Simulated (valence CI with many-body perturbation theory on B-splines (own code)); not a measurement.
Results of a calculation; reference values are marked as such.
**Hyperfine factors and g values of Sb XXXVII**

Method: configuration interaction combined with many-body perturbation theory (CI+MBPT): five valence electrons over a frozen Dirac-Fock core [Ne], radial functions for each j: 9 s, 9 p, 8 d, 6 f, 3 g, 1 h, with the one-electron correlation potential Σ1 (screened to all orders), the two-electron term Σ2, the three-electron term Σ3, Breit, model QED; selected single and double excitations, second order for the rest (own B-spline code, finite nucleus).

The last digits are not significant, and no measured levels were compared; by estimate large intervals hold to a few tenths of a per cent, small ones and those within an open d or f shell to about a per cent. Among the levels kept, up to 540 cm⁻¹ of a level comes from second order outside the variational space, and about a tenth of that is noise between levels of different J, which matters for small intervals.

A/g_I is the dipole constant over the nuclear g factor μ/I (μ in nuclear magnetons, uniformly magnetised nucleus), B/Q the quadrupole constant per barn. Both hold the static response of the core; the bare values leave it out. Large factors of s and p1/2 electrons are usually good to 5 to 10 %; those of open d and f shells near neutrality can be off by tens of per cent, and small factors of p3/2, d and f electrons come from cancelling terms and can be off by a factor of two or in sign, in half-filled shells by more. B is blank for J = 1/2, where it vanishes, and for nearly pure S terms. Energies count from the lowest level.

Levels are named by their leading jj configuration (3d3/2^4 stands for four electrons in 3d with j = 3/2), which in mixed levels can hold well under half, so a name can repeat and another be missing. Letters in brackets count levels of one name in rising energy.

```
                             Level  E (eV)      g  A/g_I (MHz)  A/g_I bare  B/Q (MHz/b)  B/Q bare
        (3s^2 3p1/2^2 3p3/2) J=3/2    0.00  1.420        52200       52300        91000     89200
        (3s^2 3p1/2 3p3/2^2) J=3/2   53.08  1.423          564        1980        25000     24500
        (3s^2 3p1/2 3p3/2^2) J=5/2   60.63  1.195       117000      115000         -372      -362
        (3s^2 3p1/2 3p3/2^2) J=1/2   69.94  0.658       354000      345000                       
              (3s^2 3p3/2^3) J=3/2  123.92  1.277        59700       59300      -116000   -114000
        (3s^2 3p1/2^2 3d3/2) J=3/2  139.98  0.810        19500       20500         1070      2060
        (3s 3p1/2^2 3p3/2^2) J=5/2  145.88  1.470       202000      198000        17200     17100
        (3s^2 3p1/2^2 3d5/2) J=5/2  165.59  1.218        57300       57100        45500     45700
        (3s 3p1/2^2 3p3/2^2) J=1/2  169.09  2.254       914000      890000                       
        (3s 3p1/2^2 3p3/2^2) J=3/2  170.75  1.157       -75100      -71000       -26500    -25900
(3s^2 3p1/2 3p3/2 3d3/2) J=5/2 [a]  193.37  0.968        92900       91700       -19900    -19000
(3s^2 3p1/2 3p3/2 3d3/2) J=3/2 [a]  193.66  0.946        77200       76700       -65800    -64500
(3s^2 3p1/2 3p3/2 3d3/2) J=1/2 [a]  194.51  0.254       121000      119000                       
    (3s^2 3p1/2 3p3/2 3d3/2) J=7/2  200.38  1.086        83000       82300        68900     68300
      (3s 3p1/2 3p3/2^3) J=3/2 [a]  200.56  1.459       116000      114000       -57100    -55800
(3s^2 3p1/2 3p3/2 3d5/2) J=7/2 [a]  207.45  1.307        -6280       -4610       115000    114000
(3s^2 3p1/2 3p3/2 3d5/2) J=5/2 [a]  207.80  1.191       171000      167000      -106000   -104000
    (3s^2 3p1/2 3p3/2 3d5/2) J=9/2  215.14  1.214        62600       62200        77900     77800
(3s^2 3p1/2 3p3/2 3d3/2) J=5/2 [b]  217.62  1.310        37400       38200        44900     44200
(3s^2 3p1/2 3p3/2 3d3/2) J=1/2 [b]  220.50  1.361       150000      146000                       
(3s^2 3p1/2 3p3/2 3d3/2) J=3/2 [b]  222.41  1.216         6200        7740         1640      1380
      (3s 3p1/2 3p3/2^3) J=3/2 [b]  223.75  1.226        -4920       -2950       -57900    -56700
(3s^2 3p1/2 3p3/2 3d5/2) J=7/2 [b]  229.34  1.072        71700       70900        44800     45100
(3s^2 3p1/2 3p3/2 3d5/2) J=1/2 [a]  229.54  1.789       -60000      -55200                       
(3s^2 3p1/2 3p3/2 3d5/2) J=5/2 [b]  229.79  1.164        99000       97500       -26800    -25700
    (3s^2 3p1/2 3p3/2 3d5/2) J=3/2  237.08  1.017       100000       98400        -6270     -6030
(3s^2 3p1/2 3p3/2 3d5/2) J=5/2 [c]  237.88  1.213        77600       76700        -8550     -7960
      (3s 3p1/2 3p3/2^3) J=3/2 [c]  244.68  1.174       111000      109000        26800     26400
(3s^2 3p1/2 3p3/2 3d5/2) J=1/2 [b]  249.64  1.154       -36400      -34500                       
        (3s^2 3p3/2^2 3d5/2) J=7/2  269.71  1.262        31500       32100        22500     22500
        (3s^2 3p3/2^2 3d5/2) J=1/2  270.52  1.204       167000      164000                       
        (3s^2 3p3/2^2 3d5/2) J=9/2  272.63  1.221        34300       34700        76900     76800
        (3s^2 3p3/2^2 3d3/2) J=5/2  274.96  1.198        79800       79200       -27300    -27000
        (3s^2 3p3/2^2 3d3/2) J=1/2  275.27  1.636        45500       45500                       
    (3s^2 3p3/2^2 3d3/2) J=3/2 [a]  275.54  1.161        29400       30100       -36400    -36200
        (3s^2 3p3/2^2 3d3/2) J=7/2  278.55  1.089        47000       47100         9900     11000
(3s 3p1/2^2 3p3/2 3d3/2) J=5/2 [a]  287.00  1.364       177000      175000        21700     21100
(3s 3p1/2^2 3p3/2 3d3/2) J=3/2 [a]  288.04  1.462       165000      163000        -5470     -5980
(3s 3p1/2^2 3p3/2 3d3/2) J=1/2 [a]  288.34  2.790       568000      557000                       
    (3s^2 3p3/2^2 3d3/2) J=3/2 [b]  288.49  0.957        30000       31000        26500     26800
```

Problem. Take the isotope of mass number 121, with I = 5/2, μ = 3.358 μN and Q = -0.543 b. What is the hyperfine structure of (3s^2 3p1/2 3p3/2^2) J=5/2?

Solution. From the table A = 157000 MHz, B = 202 MHz. Shifts from the centre of gravity in MHz: F = 0: -1370000, F = 1: -1220000, F = 2: -903000, F = 3: -432000, F = 4: 196000, F = 5: 981000.
